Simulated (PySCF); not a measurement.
Interval between two levels of Pd by level of theory

Pd [Kr] 4d10 → Pd [Kr] 4d9 5s1 [3D3, M_J = 3], as a difference of total energies. Calculation: PySCF 2.14, in x2c-SVPall-2c with one added diffuse shell each of s, p, d type (7s9p7d1f, 76 functions); the two-component X2C-1e Hamiltonian. Correlated levels: [Ar] 3d10 frozen; the 6 highest virtual spinors dropped. "Screened" scales the spin-orbit matrix elements by Boettger's factors to mimic the two-electron term; Breit and QED terms are absent.

```
                    method  interval between two levels (cm⁻¹)
           GHF (spin-free)                              618.56
          GMP2 (spin-free)                              9240.8
 GHF (screened spin-orbit)                             -790.31
GMP2 (screened spin-orbit)                              7741.4
```

The labels give the starting determinants; with spin-orbit coupling the two ends relaxed to ⟨J²⟩ = 0.00, ⟨L²⟩ = 0.01, ⟨S²⟩ = 0.01 and ⟨J²⟩ = 12.01, ⟨L²⟩ = 6.02, ⟨S²⟩ = 2.01.
